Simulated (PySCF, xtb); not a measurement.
Te(Me)(SMe) (C2H6STe), SMILES CS[Te]C. One conformer was computed; it need not be the lowest.

Harmonic wavenumbers (cm⁻¹) from xtb with GFN2-xTB at its own minimum, in rising order: 61, 84, 121, 152, 182, 364, 526, 708, 808, 839, 941, 943, 1280, 1316, 1447, 1453, 1456, 1459, 3031, 3038, 3043, 3057, 3060, 3077.

**Question.** What does B3LYP-D3(BJ)/def2-SVP run with PySCF give at its own minimum? (An estimate is asked for; the answer gives what the named calculation found.)

**Answer.** 74, 81, 132, 168, 193, 346, 504, 690, 820, 831, 958, 960, 1231, 1326, 1425, 1437, 1441, 1453, 3036, 3053, 3137, 3154, 3167, 3189. Paired by order, the mean absolute difference is 30 cm⁻¹ and the zero-point energies are 46.4 and 46.9 kcal/mol.
